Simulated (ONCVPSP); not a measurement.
## Configuration tests for zirconium (Zr) (ONCV)

ONCVPSP 4.0.1 input, shortened (lines: element, Z, core and valence counts, functional; n l f; lmax; l rc ep ncon nbas qcut; lloc lpopt rc5 dvloc0; l nproj debl; icmod fcfact rcfact), PBE, fully relativistic:

```
  Zr 40.00    6    5        4      upf
    1    0    2.00
    2    0    2.00
    2    1    6.00
    3    0    2.00
    3    1    6.00
    3    2   10.00
    4    0    2.00
    4    1    6.00
    4    2    2.00
    5    0    1.75
    5    1    0.25
    3
    0    2.25    0.00    3    6    5.20
    1    2.05    0.00    4    7    7.70
    2    1.85    0.00    4    7    5.80
    3    1.85    0.09    3    7    5.80
    3    5    1.85    0.00
    0    3    0.60
    1    2    3.50
    2    3    2.30
    3    0    3.40
    0    0.00    0.00
```

Open shells are filled in proportion to 2j + 1.

Energies are relative to the spin-unpolarised reference configuration 4s2 4p6 4d2 5s1.75 5p0.25; without spin polarisation the order of configurations can differ from experiment. The f channel is local and has no spin–orbit splitting in the pseudo-atom.

| valence configuration | charge | ΔE all-electron (eV) | error AE − PS (meV) |
| --- | --- | --- | --- |
| 4s2 4p6 4d2 5s1 5p0 | +1 | 6.391 | -0.5 |
| 4s2 4p6 4d2 5s0 5p0 | +2 | 19.332 | -4.6 |
| 4s2 4p6 4d2 5s0 5p1 | +1 | 10.104 | -2.5 |

**Question.** What are ΔE and the potential's error for 4s2 4p6 4d2 5s2 5p0?

**Answer.** ΔE = -0.746 eV all-electron; the error (AE − PS) is 0.0 meV.

Levels in the configuration 4s2 4p6 4d2 5s1 5p0:

| level | all-electron (eV) | pseudo (eV) |
| --- | --- | --- |
| 4s j=1/2 | -61.154 | -61.176 |
| 4p j=3/2 | -38.564 | -38.570 |
| 4p j=1/2 | -40.337 | -40.344 |
| 4d j=5/2 | -9.926 | -9.923 |
| 4d j=3/2 | -10.067 | -10.064 |
| 5s j=1/2 | -9.943 | -9.945 |
